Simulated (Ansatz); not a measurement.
`OCN[SiH2]O` + `CC=N` → `N=C[SiH2]O` + `CNCO`  (formal exchange of groups at the Si–N bond)

Gas-phase electronic energies from Ansatz, PBE0-D4/def2-TZVP geometries. CCSD(T)/CBS adds triple-zeta CCSD(T) − MP2 to the extrapolated MP2 energy (def2 sets, frozen cores). DFT in def2-TZVPP. B3LYP here is the variant with VWN-RPA as its local correlation; programs differ in this. Each species was taken in one conformer, which may not be the lowest.

```tsv
level	ΔE (kcal/mol)
B3LYP	28.9
MP2/def2-TZVPP	30.7
CCSD/def2-TZVPP	29.5
SCS-MP2/def2-QZVPP	30.1
```

What does CCSD(T)/CBS give? (An estimate is asked.)

The calculation gave: +29.5 kcal/mol. The listed levels differ from it by -0.6, 1.2, 0.0, 0.6 kcal/mol.

Largest T1 diagnostic among the species: 0.012.

From PBE to PBE0 (25 % exact exchange), in def2-TZVPP and without D4, ΔE moves by +0.8 kcal/mol.
